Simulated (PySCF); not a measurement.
These 7 structures share the formula C9H6N2. Method used: PBE0-D3(BJ)/def2-SVP geometry optimisation, gas phase in PySCF. Energies are electronic, without zero-point or thermal terms, for one conformer each. No frequencies were run at this level. Point groups hold within 0.08 Å.

Problem. Order them by energy at this level, lowest first, and give relative energies in kcal/mol.
A. `[N:1]#[C:2][CH2:3][C:4]1=[CH:5][C@H:6]2[C@@H:7]3[C@H:8]2[C@:9]13[C:10]#[N:11]` with C2–C3–C4–C5 0°
B. `CC1=C(C#N)C(C#N)=CC=C1`
C. `[CH2:1]=[CH:2][CH2:3][C:4]#[C:5]/[C:6]([C:7]#[N:8])=[CH:9]\[C:10]#[N:11]` with C1–C2–C3–C4 123°
D. `N#CC1=CN2C=CC=CC2=C1`
E. `C(#N)c1c(cc(C#N)cc1)C`
F. `C#Cc1cn2ccccc2n1`
G. `N#Cc1ccn2ccccc12`

Solution. G (0.0), D (2.8), E (10.6), B (12.5), F (34.2), A (83.0), C (97.0).

As drawn, the lowest has an aromatic ring, which the highest lacks; the highest has a C≡C bond and a C=C bond outside aromatic rings, which the lowest lacks. Neighbours under 2.5 kcal/mol apart (Cc1cc(C#N)ccc1C#N and Cc1cccc(C#N)c1C#N) can change places with a better method, another conformer or zero-point energy.

| SMILES | E (Eh) | E rel (kcal/mol) | dipole (D) | point group | A, B, C (MHz) |
| --- | --- | --- | --- | --- | --- |
| N#Cc1ccn2ccccc12 | -455.21173 | 0.0 | 6.29 | Cs | 2285, 973.6, 682.7 |
| N#Cc1cc2ccccn2c1 | -455.20725 | 2.8 | 5.95 | Cs | 3935, 701.4, 595.3 |
| Cc1cc(C#N)ccc1C#N | -455.19478 | 10.6 | 0.77 | Cs | 2882, 676.8, 550.0 |
| Cc1cccc(C#N)c1C#N | -455.19189 | 12.5 | 7.02 | Cs | 1504, 1176, 662.7 |
| C#Cc1cn2ccccc2n1 | -455.15715 | 34.2 | 3.77 | Cs | 4000, 722.6, 612.1 |
| N#CCC1=C[C@H]2[C@@H]3[C@H]2[C@]13C#N | -455.07952 | 83.0 | 4.22 | Cs | 1884, 900.5, 637.8 |
| C=CCC#C/C(C#N)=C\C#N | -455.05711 | 97.0 | 2.35 | C1 | 1418, 601.1, 440.7 |

Problem. How do the relative energies change in single points at CAM-B3LYP/def2-SVPD (no added dispersion term) on the same geometries?

Solution. 
```tsv
SMILES	PBE0-D3(BJ)/def2-SVP (kcal/mol)	CAM-B3LYP/def2-SVPD (kcal/mol)	shift
N#Cc1ccn2ccccc12	0.0	0.0	0.0
N#Cc1cc2ccccn2c1	2.8	2.5	-0.3
Cc1cc(C#N)ccc1C#N	10.6	6.0	-4.6
Cc1cccc(C#N)c1C#N	12.5	8.2	-4.3
C#Cc1cn2ccccc2n1	34.2	32.8	-1.4
N#CCC1=C[C@H]2[C@@H]3[C@H]2[C@]13C#N	83.0	81.8	-1.2
C=CCC#C/C(C#N)=C\C#N	97.0	86.5	-10.5
```

Each column counts from its own lowest isomer. The order is unchanged; the largest shift is 10.5 kcal/mol.

Problem. As an exercise, what shares would exp(−E/RT) give at 2000 K from these electronic energies alone (no entropy, no degeneracies)?

Solution. RT = 3.974 kcal/mol: N#Cc1ccn2ccccc12 62.3 %, N#Cc1cc2ccccn2c1 30.7 %, Cc1cc(C#N)ccc1C#N 4.3 %, Cc1cccc(C#N)c1C#N 2.7 %, C#Cc1cn2ccccc2n1 under 0.1 %, N#CCC1=C[C@H]2[C@@H]3[C@H]2[C@]13C#N under 0.1 %, C=CCC#C/C(C#N)=C\C#N under 0.1 %.
